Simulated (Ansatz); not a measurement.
H$_{4}$NNbO$_{3}$ (`[NH]=[Nb]([OH])([OH])[OH]`). Total charge 0; spin multiplicity 1. Nb: def2 effective core potential.

```xyz
9

N    -1.6149    0.1927    0.7574
Nb   -0.0299   -0.0441    0.0662
O     0.0603   -1.8600   -0.5418
O     1.2531    0.3338    1.4396
O     0.2411    1.1349   -1.4022
H    -2.5112    0.2725    1.2099
H     0.7501   -2.2473   -1.0832
H     2.2005    0.4265    1.3278
H    -0.3491    1.7910   -1.7737
```

**Question.** What are the harmonic wavenumbers in cm⁻¹ at PBE0-D4/def2-TZVP (Ansatz, finite differences of forces, unscaled)? (Estimate.)

**Answer.** Computed: 137, 180, 182, 205, 234, 262, 300, 346, 416, 440, 498, 503, 601, 697, 700, 723, 1025, 3667, 3915, 3918, 3931.

**Question.** Is this a minimum?

**Answer.** Yes, all 21 modes are real.

**Question.** Give the ideal-gas thermochemistry at 298.15 K and 1 bar (rigid rotor, harmonic oscillator; point group Cs, symmetry number 1).

**Answer.** Zero-point energy 136.9 kJ/mol; H(298) − E = 161.8 kJ/mol; entropy 368.4 J/(mol·K), of which translation 172.1, rotation 112.1, vibration 84.2; G(298) − E = 51.9 kJ/mol.

**Question.** And at 400, 500, 600, 800 and 1000 K?

**Answer.** 
```
T (K)  H − E (kJ/mol)  S (J/mol/K)  G − E (kJ/mol)
  400           175.9        409.2            12.2
  500           191.0        442.8           -30.4
  600           206.8        471.5           -76.2
  800           239.6        518.7          -175.4
 1000           273.6        556.6          -283.0
```
